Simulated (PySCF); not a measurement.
SMILES C[O][GeH], PBE0/def2-SVP optimised geometry.

```
7

Ge    -1.59    -1.03     0.00
H     -1.73     0.59     0.00
O      0.19    -1.03     0.00
C      1.08     0.06     0.00
H      1.72     0.01     0.89
H      1.73     0.01    -0.89
H      0.54     1.03     0.00
```

Density from PySCF with PBE0/def2-TZVP at that geometry.

Minimum of the electron density along straight lines between bonded atoms, close to the bond critical point (lines longer than 1.1 times the sum of covalent radii, or with two minima, are not listed):

```tsv
bond	length / Å	ρ at the minimum / e bohr⁻³	∇²ρ there / e bohr⁻⁵	position (fraction from the first atom)
Ge1–H2	1.622	0.117	0.02	0.58
Ge1–O3	1.778	0.138	0.69	0.47
O3–C4	1.399	0.265	-0.53	0.65
C4–H5	1.104	0.277	-0.96	0.65
C4–H6	1.104	0.277	-0.96	0.65
C4–H7	1.106	0.276	-0.95	0.65
```
